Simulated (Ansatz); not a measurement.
Reaction (ligand exchange at a B–F bond): `CB(C)F` + CH₃SH → `CSB(C)C` + H–F

Computed with Ansatz on PBE0-D4/def2-TZVP structures; ΔE is electronic, products minus reactants. CCSD(T)/CBS adds triple-zeta CCSD(T) − MP2 to the extrapolated MP2 energy (def2 sets, frozen cores). This one scheme is used for every species. DFT in def2-TZVPP. HSE06 is defined as in plane-wave codes. One conformer a species, not always the lowest.

```
             level  ΔE (kJ/mol)
         r2SCAN-D4         59.5
      CAM-B3LYP-D4         71.3
            revPBE         62.4
              BLYP         77.8
             HSE06         59.7
         CAM-B3LYP         79.5
RPA@PBE/def2-TZVPP         60.6
  CCSD(T)/def2-SVP         72.9
```

Task: What does CCSD(T)/CBS give? (An estimate is asked.)

Result: Computed: +52.3 kJ/mol. The listed levels differ from it by 7.2, 19.0, 10.1, 25.5, 7.4, 27.2, 8.3, 20.6 kJ/mol.

Largest T1 diagnostic among the species: 0.012.

At CCSD(T), def2-SVP lies +20.6 kJ/mol from the extrapolated value and def2-TZVPP +4.9 kJ/mol. Leaving LDA and LC-ωPBE aside and taking each functional with its dispersion term where it has one, the values, not all of them listed here, spread over 28.6 kJ/mol, from revPBE-D4 to CAM-B3LYP-D4. LDA lies −7.0 kJ/mol from PBE without D4.
